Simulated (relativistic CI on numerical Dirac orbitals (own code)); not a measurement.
# Transition arrays of Cu¹⁰⁺

Computed by Dirac-Coulomb-Breit CI, KLI orbitals optimised for each configuration, QED by a radiative potential, valence Slater integrals scaled by 0.9, whole transition arrays (own radial code, finite nucleus).

CI space (outside the closed core [Ne] 3s2): 3p6.3d, 3p6.4f, 3p5.3d2, 3p6.4p, 3p6.5f. Levels of other configurations are missing.

All E1 lines from the levels of 3p6.3d; mean and standard deviation are weighted by gf, and upper levels are sorted by their leading configuration.

| Upper configuration | Lines | Σgf | Mean (eV) | Mean (nm) | σ (eV) | Strongest line (nm) |
| --- | --- | --- | --- | --- | --- | --- |
| 3p6.4f | 3 | 7.3 | 157.69 | 7.863 | 0.23 | 7.872 |
| 3p5.3d2 | 60 | 29.1 | 89.72 | 13.818 | 4.55 | 13.354 |
| 3p6.4p | 3 | 0.3 | 114.56 | 10.823 | 0.25 | 10.812 |
| 3p6.5f | 3 | 2.7 | 195.91 | 6.329 | 0.24 | 6.335 |

Σgf per state of the lower configuration in bins of 0.2 nm over the central range (centre: value): 6.3: 0.27, 7.9: 0.73, 10.9: 0.03, 13.3: 1.32, 13.5: 0.67, 14.7: 0.86.

(1) How do configuration mixing and the scaling of the Slater integrals move the arrays?

Results:

(1) Slater scale 0.9, no configuration mixing: 3p6.4f 157.3 ± 0.2 eV (Σgf 5.9), 3p5.3d2 89.7 ± 4.5 eV (Σgf 29.9), 3p6.4p 114.4 ± 0.2 eV (Σgf 0.6), 3p6.5f 195.8 ± 0.2 eV (Σgf 2.1); Slater scale 1: 3p6.4f 157.8 ± 0.2 eV (Σgf 7.5), 3p5.3d2 91.9 ± 5.0 eV (Σgf 29.7), 3p6.4p 114.6 ± 0.2 eV (Σgf 0.2), 3p6.5f 195.9 ± 0.2 eV (Σgf 2.8); Slater scale 0.8: 3p6.4f 157.6 ± 0.2 eV (Σgf 7.1), 3p5.3d2 87.6 ± 4.1 eV (Σgf 28.5), 3p6.4p 114.5 ± 0.2 eV (Σgf 0.3), 3p6.5f 195.9 ± 0.2 eV (Σgf 2.6). With mixing, levels are counted to their leading configuration, so an array can shrink or vanish into another, and the sums then hold other lines.
